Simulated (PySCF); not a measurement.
Radial density of Sb⁺ (antimony, charge +1)

UHF, [Kr] 4d10 5s2 5p2, high-spin 3P determinant. Computed with PySCF 2.14 in x2c-TZVPPall with one added diffuse shell each of s, p, d, f type (9s7p5d3f, 76 functions), with the spin-free X2C one-electron Hamiltonian (Gaussian nucleus).

```tsv
r (bohr)	4πr²ρ (e/bohr)	4πr²(ρα − ρβ)
0.0260	62.90	0.0093
0.0437	57.70	0.0258
0.0736	80.86	0.0266
0.124	70.80	-0.0138
0.208	64.42	0.0392
0.350	51.63	0.0071
0.589	21.90	0.1170
0.991	19.26	-0.0405
1.67	4.460	0.6333
2.80	1.459	0.7925
4.71	0.1440	0.1165
7.93	0.0001282	0.0001
```

Densities and radii are taken from the X2C orbitals without a picture-change correction, which distorts them close to the nucleus.

(1) Where is the radial spin density 4πr²(ρα − ρβ) most negative, and why is it negative at all?

Answers

(1) Around r = 0.991 bohr, down to -0.0405 e/bohr: exchange with the open shell polarises the paired shells in an unrestricted calculation.
